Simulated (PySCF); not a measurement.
FS, SMILES [S]F (connectivity only; charge and spin as stated), charge -1, multiplicity 1. Atoms are numbered in the order given.

```xyz
2

F      0.0000     0.0000    -1.1152
S      0.0000     0.0000     0.6273
```
Charge -1, spin multiplicity 1.

Geometry optimised at PBE-D3(BJ)/def2-TZVPD. The multiplicity is an assumed one; other spin states were not compared.

The numbers are results of CAM-B3LYP/def2-TZVPD (PySCF), not measurements.

Mulliken values depend strongly on the basis, most of all with diffuse functions as here. ESP charges are fitted to the potential on shells at 1.4 to 2.0 van der Waals radii. Atomic charges (e):

| atom | ESP fit | Mulliken |
|---|---|---|
| F1 | -0.23 | -0.36 |
| S2 | -0.77 | -0.64 |
